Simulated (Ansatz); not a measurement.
`[SiH3][N]([SiH3])[Zn][Cl]`, relaxed with RKS PBE0-D4/def2-TZVP in Ansatz from a PBE-D4/def2-SVP geometry. The force threshold is 0.005 eV/Å; the program also tests the step.

Total charge 0; spin multiplicity 1.

Start:

```xyz
11

Si   -1.407   -0.902    0.016
N     0.129   -0.065   -0.140
Si    0.593    1.325    0.828
Zn    1.329   -0.690   -1.377
Cl    2.703   -1.404   -2.800
H    -1.436   -2.011   -1.007
H    -2.578    0.014   -0.237
H    -1.590   -1.513    1.383
H     1.960    1.772    0.373
H    -0.368    2.475    0.662
H     0.665    1.000    2.300
```

Q: How much energy does the relaxation release, and in how many steps? (An estimate is asked.)

A: Computed: 1.13 kcal/mol, in 3 steps.

Q: Which bonds change most? (An estimate is asked.)

A: Computed: Si1–N2 from 1.756 to 1.726 Å; N2–Si3 from 1.756 to 1.726 Å; Si1–H8 from 1.509 to 1.489 Å; Si3–H11 from 1.509 to 1.489 Å.

Q: Give the relaxed structure. (An estimate is asked.)

A: Computed: 
```xyz
11

Si   -1.384   -0.885    0.018
N     0.127   -0.065   -0.134
Si    0.580    1.302    0.817
Zn    1.318   -0.684   -1.368
Cl    2.680   -1.391   -2.779
H    -1.422   -1.985   -0.988
H    -2.534    0.028   -0.230
H    -1.560   -1.479    1.373
H     1.931    1.751    0.375
H    -0.376    2.432    0.647
H     0.642    0.975    2.268
```
